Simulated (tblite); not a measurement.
CH2NO, charge +1, singlet, geometry from GFN2-xTB; GFN1-xTB in tblite.

tblite was given this input:
```
$ tblite run mol.xyz --method gfn1 --charge 1 --spin 0 --efield 0,0,0.1 --json tblite.json --no-restart

# file mol.xyz
5

N     -1.10115798     0.01988059    -0.05087399
C      0.14673069    -0.00264911     0.00677902
O      1.26458833    -0.02283120     0.05842455
H     -1.63107822     0.89621965    -0.02770100
H     -1.65790664    -0.83683948    -0.12425157
```

The log (banner, timings and long lists left out):

```
xTB calculator
 | screened Coulomb repulsion
 | Coulomb electrostatics
 |  * isotropic Klopman-Ohno-Mataga-Nishimoto electrostatics
 |  * onsite third-order electrostatics
 | DFT-D3(BJ) dispersion correction
 | Interactions (1)
 | [1] electric field

halogen bonding energy    0.0000000000000E+00 Eh
repulsion energy          1.5771353186835E-01 Eh
dispersion energy        -7.8097232892362E-04 Eh
interaction energy        0.0000000000000E+00 Eh
number of electrons       1.6000000000000E+01 e
integral cutoff           1.9731147476801E+01 bohr

------------------------------------------------------------
  cycle        total energy    energy error   density error
------------------------------------------------------------
      1     -10.25119889154  -1.0408131E+01   4.5301082E-01
      2     -10.52990622274  -2.7870733E-01   2.3046257E-01
      3     -10.55268532809  -2.2779105E-02   1.2431805E-01
      4     -10.55491615067  -2.2308226E-03   4.0106238E-02
      5     -10.55826759753  -3.3514469E-03   5.4516431E-03
      6     -10.55824565455   2.1942984E-05   3.7249306E-03
      7     -10.55828463898  -3.8984433E-05   3.4214611E-04
      8     -10.55828478664  -1.4766544E-07   2.2552478E-04
      9     -10.55828492123  -1.3458608E-07   1.7103603E-06
------------------------------------------------------------

electronic energy        -1.0715217480769E+01 Eh
total energy             -1.0558284921230E+01 Eh

Post processing:
 | Mayer-Wiberg bond orders

[Info] JSON dump of results written to 'tblite.json'
```
